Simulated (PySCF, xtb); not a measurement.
GaH7OSi2, SMILES [OH][Ga]([SiH3])[SiH3]. One conformer was computed; it need not be the lowest.

Harmonic wavenumbers (cm⁻¹) from xtb 6.7.1 with GFN2-xTB at its own minimum, in rising order: 45, 49, 78, 89, 108, 249, 253, 346, 350, 353, 366, 370, 443, 552, 727, 782, 794, 796, 798, 803, 2115, 2123, 2124, 2127, 2128, 2132, 3704.

Task: What does TPSSh-D3(BJ)/def2-SVP (PySCF) give at its own minimum? (The exact figures need the calculation; the answer reports its results.)

Result: 24, 41, 73, 111, 145, 287, 352, 388, 455, 455, 479, 499, 678, 777, 858, 889, 948, 948, 951, 952, 2221, 2226, 2230, 2233, 2234, 2252, 3805. Paired by order, the mean absolute difference is 103 cm⁻¹ and the zero-point energies are 35.5 and 39.3 kcal/mol.
